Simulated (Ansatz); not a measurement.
This geometry of FH2ISeSn (6 atoms, charge 0, multiplicity 1) is a first-order saddle point.

Theory: RHF/def2-SVP in Ansatz 0.2.0.

```xyz
6
Properties=species:S:1:pos:R:3
F 0.724 -1.686 -1.297
Sn 0.005 -0.101 -0.497
Se 0.271 -0.394 1.996
I -2.562 -0.070 -1.277
H 0.853 1.217 -1.141
H 0.751 0.970 2.169
```

Question: Which two structures does it join? (They come from a converged band through this point; their orientation in space is the band's.)

Answer: No bond is made or broken. The dihedral I4–Sn2–Se3–H6 goes from -179 to 43°.

Image 0:

```xyz
6
Properties=species:S:1:pos:R:3
F 0.862 -1.544 -1.036
Sn -0.087 0.035 -0.500
Se -0.151 0.098 2.018
I -2.597 -0.244 -1.395
H 0.726 1.307 -1.268
H 1.290 0.284 2.135
```

Image 10:

```xyz
6
Properties=species:S:1:pos:R:3
F 1.006 -1.460 -1.113
Sn 0.140 0.166 -0.580
Se 0.753 0.655 1.813
I -2.476 -0.360 -0.864
H 0.673 1.367 -1.648
H -0.055 -0.432 2.346
```

Question: How far does it lie above each of them?

Answer: 0.029 eV above the first and 0.041 eV above the second. This is the barrier of this one path; another mechanism may lie lower.

The run took 3.9 min on 2 threads of Intel(R) Xeon(R) 6975P-C (Granite Rapids) (shared host), peak memory 0.33 GiB.
